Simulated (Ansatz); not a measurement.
Calculated with Ansatz (gas phase, PBE0-D4/def2-TZVP geometries, no zero-point term in ΔE). CCSD(T)/CBS adds triple-zeta CCSD(T) − MP2 to the extrapolated MP2 energy (def2 sets, frozen cores). Functionals use def2-TZVPP. B3LYP here is the variant with VWN-RPA as its local correlation; programs differ in this.

Consider the isomerisation: `FC1C=CC1(F)F` → `FC1=C(F)C(F)C1`.

```
             level  ΔE (kcal/mol)  difference from CCSD(T)/CBS
           BLYP-D4            5.6                         -2.7
         r2SCAN-D4            6.3                         -2.0
           ωB97M-V            8.0                         -0.3
             B3LYP            6.2                         -2.1
           r2SCAN0            6.8                         -1.5
           LC-ωPBE            6.1                         -2.2
       HF/def2-SVP           11.4                          3.1
SCS-MP2/def2-TZVPP            7.8                         -0.5
     HF/def2-QZVPP            9.9                          1.6
     MP2/CBS(def2)            7.8                         -0.5
       CCSD(T)/CBS            8.3                            0
```

Largest T1 diagnostic among the species: 0.012.

In def2-TZVPP, CCSD(T) changes the Hartree–Fock value by −2.3 kcal/mol (the triples alone add −0.3 kcal/mol) and MP2 by −2.8 kcal/mol. Leaving LDA and LC-ωPBE aside and taking each functional with its dispersion term where it has one, the values, not all of them listed here, spread over 4.0 kcal/mol, from PBE-D4 to BHLYP-D4. From PBE to PBE0 (25 % exact exchange), in def2-TZVPP and without D4, ΔE moves by +1.2 kcal/mol.
